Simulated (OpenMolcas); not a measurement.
An atom or ion with 40 electrons was computed by MS-CASPT2, IPEA 0.25 Eh, imaginary shift 0.1 Eh with spin-orbit coupling (OpenMolcas, ANO-RCC-VTZP, DKH2). The lowest levels that the run gave, each within 12 % of the measured value where one is at hand:

```
J  Parity  E (cm⁻¹)      g
0    even       0.0       
1    even       237  1.501
2    even       660  1.500
3    even      1217  1.500
4    even      1872  1.499
0    even     11920       
1    even     13140  1.495
4    even     13700  0.841
5    even     14280  1.043
6    even     14820  1.164
2    even     14930  0.685
3    even     14960  1.023
```

Q: Which ion is it, and what are the configurations and terms?

A: Mo2+ (Z = 42, charge +2; active space 4 electrons in 10 orbitals (4d 5d)). J, parity and g give the terms where levels are pure, and mixed ones are named by the computed weights; the size of the splittings, set against known spectra of the 40-electron sequence, gives the charge. In order, with the measured energies in cm⁻¹ (Sugar and Musgrove, J. Phys. Chem. Ref. Data 17, 155 (1988)): 4d⁴ ⁵D₀, 4d⁴ ⁵D₁ (242), 4d⁴ ⁵D₂ (668), 4d⁴ ⁵D₃ (1224), 4d⁴ ⁵D₄ (1872), 4d⁴ ³P₀(1) (11149), 4d⁴ ³P₁(1) (12510), 4d⁴ ³H₄ (12680), 4d⁴ ³H₅ (13276), 4d⁴ ³H₆ (13811), 4d⁴ ³F₂(1) (13929), 4d⁴ ³F₃(1) (13948).

Term energies are means over components that CASPT2 splits; among the terms shown or strongly mixed into the levels shown the widest spread is 340 cm-1 (4d⁴ ³H). Active for correlation alone: 5d; no level in the range computed is led by a configuration that fills it, so any true level of that kind is missing. Computed and measured levels are paired by configuration, term and J; levels that our copy of the source lacks, or whose pairing is in doubt (as where it misses far off the trend of its configuration), stay unpaired and out of the deviations. Only configurations of the active space appear.

A number in round brackets counts repeated terms of one configuration in the order of the reference energies.
